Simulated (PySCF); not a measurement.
## Zn (zinc, neutral): UHF calculation

Configuration: [Ar] 3d9 4s2 4p1, one real determinant (an excited configuration). Calculation: PySCF 2.14, in dyall-av2z (16s12p7d2f, 101 functions); the non-relativistic Hamiltonian (point nucleus).

* Total energy: -1777.472955 hartree
* One-electron energy: -2473.8799 hartree
* Hartree (Coulomb) energy: 765.7674 hartree
* Exchange energy: -69.3604 hartree
* Kinetic energy: 1777.42348 hartree
* ⟨S²⟩: 2.0112
* ⟨L²⟩: 7.999
* Sum of ⟨r⟩: 23.33 bohr
* Sum of ⟨r²⟩: 41.81 bohr²
* Traceless quadrupole moment −½Σ⟨3z² − r²⟩ along its main axis: -5.70 e·bohr²
* Density at the nucleus (Gaussians lack the cusp): 18300 bohr⁻³
* Spin density at the nucleus: -0.262 bohr⁻³
* Langevin diamagnetic susceptibility: -33.1 ×10⁻⁶ cm³/mol

| shell | electrons | mean orbital energy (hartree) | spread (hartree) | rms radius, mean of both spins (bohr) |
| --- | --- | --- | --- | --- |
| 1s α | 1 | -353.67213 | 0 | 0.0591 |
| 1s β | 1 | -353.67050 | 0 | 0.0591 |
| 2s α | 1 | -44.78137 | 0 | 0.248 |
| 2s β | 1 | -44.73378 | 0 | 0.248 |
| 2p α | 3 | -39.33968 | 0.05208 | 0.221 |
| 2p β | 3 | -39.29321 | 0.00245 | 0.221 |
| 3s α | 1 | -6.04833 | 0 | 0.736 |
| 3s β | 1 | -5.93396 | 0 | 0.736 |
| 3p α | 3 | -4.24516 | 0.09969 | 0.772 |
| 3p β | 3 | -4.10755 | 0.07867 | 0.772 |
| 3d α | 5 | -1.16568 | 0.10835 | 0.932 |
| 3d β | 4 | -1.09976 | 0.05792 | 0.932 |
| 4s α | 1 | -0.44735 | 0 | 2.75 |
| 4s β | 1 | -0.37543 | 0 | 2.75 |
| 4p α | 1 | -0.21902 | 0 | 3.71 |

⟨L²⟩ = 8.00 against 12 for a pure F term, so this real determinant mixes terms.

Spin-orbit constants ζ (cm⁻¹) from the X2C one-electron operator on these orbitals (non-relativistic here): bare nucleus, nucleus screened by l(l+1)(2l+1)/3 electrons, and screened by the Breit-Pauli mean field of the electrons.

```csv
shell,bare,screened nucleus,mean field
2p,126500,118100,114100
3p,16260,15170,14550
3d,1803,1202,1102
4p,475.8,444.1,420.2
```

To first order the Landé constant is A = -297.3 cm⁻¹, so the lowest level has J = 4 and lies 0.111 eV below the centre of the term. This holds in LS coupling only.
